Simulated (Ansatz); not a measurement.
Ligand exchange: BBrF2 + AlHBr2 → BHF2 + AlBr3

Species: BBrF2 `FB(F)Br`, singlet; AlHBr2 `[Br][AlH][Br]`, singlet; BHF2 `FBF`, singlet; AlBr3 (aluminum bromide) `[Br][Al]([Br])[Br]`, singlet. The partners trade Br for H: B–Br and Al–H bonds give way to B–H and Al–Br.

Shapes, held fixed at every level: PBE0-D4/def2-TZVP. Programs: Ansatz 0.2.0. The zero-point and thermal change to 298 K, harmonic and unscaled (PBE0-D4/def2-TZVP), is +6.8 kJ/mol.

```
                level                    kind  ΔH(298 K) (kJ/mol)  less CCSD(T)/def2-TZVPP
    PBE-D4/def2-TZVPP                     GGA               -78.1                     +7.6
   PBE0-D4/def2-TZVPP           global hybrid               -83.3                     +2.4
r2SCAN0-D4/def2-TZVPP           global hybrid               -86.3                     -0.6
   wB97M-V/def2-TZVPP  range-separated hybrid               -83.7                     +2.0
   wB97X-V/def2-TZVPP  range-separated hybrid               -83.5                     +2.2
      CCSD/def2-TZVPP   coupled cluster or CI               -86.7                     -1.0
   CCSD(T)/def2-TZVPP   coupled cluster or CI               -85.7                      0.0
```

The highest level, CCSD(T)/def2-TZVPP, gives ΔH(298 K) = -85.7 kJ/mol; the levels span -86.7 to -78.1. The column of differences is taken from that level and isn't an error. No measured value is set beside it here. Relativity is left out for Br. Outer-core shells of Br are correlated, in sets that cover them unevenly.
